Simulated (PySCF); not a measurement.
B(CCH)(H)(OH) (C₂H₃BO), SMILES C#CBO. Atoms are numbered in the order given.

```xyz
7

B      0.5205     0.6713     0.0000
C      0.1146    -0.8046     0.0000
C     -0.1574    -1.9918     0.0000
H     -0.4050    -3.0375     0.0000
H      1.6913     0.9801     0.0000
O     -0.4431     1.6203     0.0000
H     -0.0871     2.5175     0.0000
```
Charge 0, spin multiplicity 1.

Coordinates come from a B3LYP-D3(BJ)/def2-SVP optimisation. The values are those of a single conformer.

All values below come from B3LYP/pcJ-1 run with PySCF.

Isotropic couplings with Fermi-contact, spin-dipole and both spin-orbit terms, one fixed conformer, no vibrational averaging. Isotopes: 11B, 13C, 1H.

Task: Estimate the spin–spin coupling constants. (The exact figures need the calculation; the answer reports its results.)

Result: 
```tsv
pair	bonds apart	J (Hz)
B1–C2	1	112.6
B1–H5	1	151.4
C2–C3	1	175.5
C3–H4	1	264.3
B1–C3	2	22.7
B1–H7	2	-4.1
C2–H4	2	46.4
C2–H5	2	18.3
B1–H4	3	4.4
C2–H7	3	13.6
C3–H5	3	3.9
H5–H7	3	6.7
C3–H7	4	1.3
H4–H5	4	-1.3
```
